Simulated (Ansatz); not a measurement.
Mulliken charges of CH4FOSi (`C[Si](O)F`) radical from r2SCAN/def2-TZVPP in Ansatz (PBE0-D4/def2-TZVP geometry).

```
atom   x (Å)   y (Å)   z (Å)  charge (e)
  C1  -0.718   0.883  -0.034      -0.291
 Si2  -0.073  -0.861   0.006       0.555
  O3   1.384  -0.805   0.763      -0.390
  F4   0.137  -1.364  -1.509      -0.320
  H5   0.010   1.519  -0.546       0.083
  H6  -0.862   1.259   0.980       0.082
  H7  -1.668   0.932  -0.567       0.079
  H8   1.882  -1.619   0.851       0.203
```

**Question.** By hand: the dipole of these point charges (1 e Å = 4.8032 D).

**Answer.** Σ q r = (-0.235, -0.010, 0.362) e Å, of length 0.432 e Å = 2.07 D.

**Question.** How does the dipole of the full density compare? (An estimate is asked.)

**Answer.** Ansatz gave: (0.010, 0.009, 0.194) e Å, 0.93 D; the point charges give 2.23 times that, at 36° from its direction.

Point charges leave out the atoms' own dipoles, such as those of lone pairs, and Mulliken's split depends on the basis, so the two needn't agree.
